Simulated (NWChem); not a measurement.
System: BaF cation; SMILES [Ba+][F]

All runs: NWChem. def2 effective core potentials on Ba; no spin-orbit coupling. B3LYP is NWChem's, with the RPA form of VWN correlation. Each level has its own optimisation; frequencies are unscaled.

For level BLYP/def2-SVP:

```
Quantity    Result
----------  ------
r Ba–F (Å)   2.179
```

### Question
How do the values read with level B3LYP/def2-TZVP instead?

### Answer
r Ba–F (Å): 2.125
